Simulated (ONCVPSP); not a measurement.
What one change does to a pseudopotential (As, ONCV)

```json
{
  "Element": "arsenic (As)",
  "Generator": "ONCVPSP 4.0.1",
  "Type": "optimised norm-conserving Vanderbilt (ONCV)",
  "Functional": "LDA (Perdew-Wang 92)",
  "Relativity": "fully relativistic",
  "Frozen core": "[Ar]",
  "Valence charge": "15",
  "Reference configuration": "3d10 4s2 4p3",
  "Partial waves": "4s: rc 1.40 bohr, ncon 3, nbas 8, qcut 3.9 1/bohr, 2 projectors, debl 0.8 Ha; 4p: rc 1.50 bohr, ncon 4, nbas 8, qcut 5.3 1/bohr, 1 projector; 3d: rc 0.60 bohr, ncon 4, nbas 7, qcut 15.4 1/bohr, 1 projector",
  "Local potential": "polynomial inside 0.50 bohr (lpopt 5, dvloc0 -1 Ha)",
  "Core correction": "none"
}
```

Open shells are filled in proportion to 2j + 1.

Change: s: qcut 5.1; p: qcut 7; d: qcut 20.3.

Cutoffs: the cutoffs (Ha) at which the residual kinetic energy of the hardest occupied pseudo-wave falls to 1 and 0.1 mHa per electron; they do not see the model core or the augmentation charge, which bear on the density cutoff. Errors are all-electron minus pseudo energies relative to the spin-unpolarised reference configuration.

Q: What does the change do?

A: The potential gets softer (487 Ha and 655 Ha → 220 Ha and 472 Ha); both files keep a bound ghost (p, s); of the 4 tests that both files solve, the error grows in 0 and shrinks in 1 by more than 15 % and 0.3 meV (median size 4.2 → 4.2 meV).

```csv
quantity,base,changed
"cutoff, loose",487 Ha,220 Ha
"cutoff, tight",655 Ha,472 Ha
loose cutoff by channel,"s 17 Ha, p 8.8 Ha, d 487 Ha","s 10 Ha, p 9.6 Ha, d 220 Ha"
bound ghosts,"s, p3/2, p1/2","s, p3/2, p1/2"
GHOST(+) flags under 300 eV,s at 119.5 eV,s at 117.1 eV
"error for 3d10 4s2 4p2, meV [ΔE 9.32 eV]",+1.5,+1.6
"error for 3d10 4s2 4p1, meV [ΔE 27.48 eV]",+6.9,+6.8
"error for 3d10 4s2 4p0, meV [ΔE 55.52 eV]",+14,+13
"error for 3d10 4s1 4p4, meV [ΔE 9.48 eV]",+1.6,+0.3
s: phases at 1.42 bohr within 0.05 rad from the reference energy up to (Ha; the scan ends near 5),3.8,3.8
p3/2: phases at 1.52 bohr within 0.05 rad from the reference energy up to (Ha; the scan ends near 5),2.3,2.2
p1/2: phases at 1.52 bohr within 0.05 rad from the reference energy up to (Ha; the scan ends near 5),2.6,2.6
d5/2: phases at 0.61 bohr within 0.05 rad from the reference energy up to (Ha; the scan ends near 5),to the end of the scan,to the end of the scan
d3/2: phases at 0.61 bohr within 0.05 rad from the reference energy up to (Ha; the scan ends near 5),to the end of the scan,to the end of the scan
```

 A true bound ghost makes a file unfit for plane-wave use even where its test errors are small: the radial tests pick states by their node count and pass the ghost by.
